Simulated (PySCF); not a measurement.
## From a computed spectrum to the compound

A species of 7 atoms with charge 3 has these harmonic modes (PBE0, small Gaussian bases with core potentials, PySCF 2.14.0):

| cm⁻¹ | km/mol | symmetry |
| --- | --- | --- |
| -14 | – |  |
| 73 | 6.2 |  |
| 172 | 0.4 |  |
| 443 | 18.8 |  |
| 448 | 11.4 |  |
| 666 | 58.8 |  |
| 667 | 64.3 |  |
| 714 | 410.6 |  |
| 722 | 452.2 |  |
| 1663 | 214.1 |  |
| 1665 | 101.8 |  |
| 3477 | 1120.8 |  |
| 3496 | 150.8 |  |
| 3507 | 518.1 |  |
| 3515 | 611.3 |  |

Which species is it, and in which structure?

[Ho(H2O)2]3+ (singlet in the valence; each metal's 4f electrons, 10 of them, lie in its core potential, out of spins and levels):
```xyz
7

Ho   -0.1882   -0.1472   -0.0048
O     0.7998    0.6225    1.7953
H     1.5714    1.2455    1.8643
H     0.5831    0.4336    2.7481
O     0.8609    0.6763   -1.7518
H     1.6350    0.2977   -2.2494
H     0.6515    1.5004   -2.2684
```
 Negative wavenumbers this small are taken as noise. An lcecp potential fixes the number of 4f electrons, so in runs with it no electron can move into or out of that shell.
 This is one of several that fit.
